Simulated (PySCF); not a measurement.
C₆ coefficients of unlike pairs at PBE

Calculated with PySCF 2.14 from the dipole response of each species, C₆(A,B) = (3/π) ∫ α_A(iu) α_B(iu) du, in atomic units, from isotropic polarisabilities. For ions this is the dispersion term alone; charge-induced terms of lower order in 1/R come first.

```
species           configuration                                      basis      relativity  α (bohr³)  C₆ (like pair)
     V⁺           [Ar] 3d4 (5D)                    dyall-av2z (16s12p7d2f)            none      16.55           59.12
     Br  [Ar] 3d10 4s2 4p5 (2P)  aug-cc-pwCVDZ-PP with ECP10MDF (6s5p4d1f)  core potential      20.68           169.5
     Ni       [Ar] 3d8 4s2 (3F)                aug-cc-pwCVTZ (10s9p7d4f3g)            none      49.08           392.1
   In³⁺          [Kr] 4d10 (1S)                 aug-cc-pVTZ-DK3 (8s7p5d2f)   spin-free X2C      2.733           7.442
```

Task: Estimate C₆ for Br with V⁺.

Result: The integral gives 98.08. The combination rule 2 C_A C_B / (C_A α_B/α_A + C_B α_A/α_B) gives 95.65 and the geometric mean 100.1.

No spin-orbit coupling is included.

The other pairs:

```csv
pair,C₆
"Ni, Br",239.2
"Ni, V⁺",146.7
"In³⁺, Br",32.50
"In³⁺, Ni",40.67
"In³⁺, V⁺",18.87
```
